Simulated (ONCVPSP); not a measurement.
**Transferability test, ONCV potential for Ir (Z = 77)**

```
Element                 : Ir (Z = 77)
Generator               : ONCVPSP 4.0.1
Type                    : optimised norm-conserving Vanderbilt (ONCV)
Functional              : PBE
Relativity              : scalar-relativistic
Frozen core             : [Kr] 4d10 4f14
Valence charge          : 17
Reference configuration : 5s2 5p6 5d7 6s2
Partial waves           : 5s+6s: rc 1.30 bohr, ncon 3, nbas 7, qcut 8.7 1/bohr, 2 projectors; 5p: rc 1.70 bohr, ncon 4, nbas 8, qcut 9.7 1/bohr, 2 projectors, debl 2.9 Ha; 5d: rc 1.65 bohr, ncon 3, nbas 7, qcut 5.5 1/bohr, 1 projector
Local potential         : polynomial inside 0.85 bohr (lpopt 5, dvloc0 0 Ha)
Core correction         : none
```

Energies are relative to the spin-unpolarised reference configuration 5s2 5p6 5d7 6s2; without spin polarisation the order of configurations can differ from experiment.

| valence configuration | charge | ΔE all-electron (eV) | error AE − PS (meV) |
| --- | --- | --- | --- |
| 5s2 5p6 5d7 6s1 | +1 | 9.880 | -3.0 |
| 5s2 5p6 5d6 6s0 | +3 | 57.890 | -10 |
| 5s2 5p6 5d7 6s0 6p1 | +1 | 16.351 | -3.1 |

What are ΔE and the potential's error for 5s2 5p6 5d7 6s0?

ΔE = 27.349 eV all-electron; the error (AE − PS) is -6.5 meV.

Levels in the configuration 5s2 5p6 5d6 6s0:

```csv
level,all-electron (eV),pseudo (eV)
5s,-129.564,-129.579
5p,-86.050,-86.062
5d,-36.885,-36.881
```

Note: ghosts flagged at negative energy: s at -192.7 eV; GHOST(+) flagged for p at 170.3 eV. A true bound ghost makes a file unfit for plane-wave use.
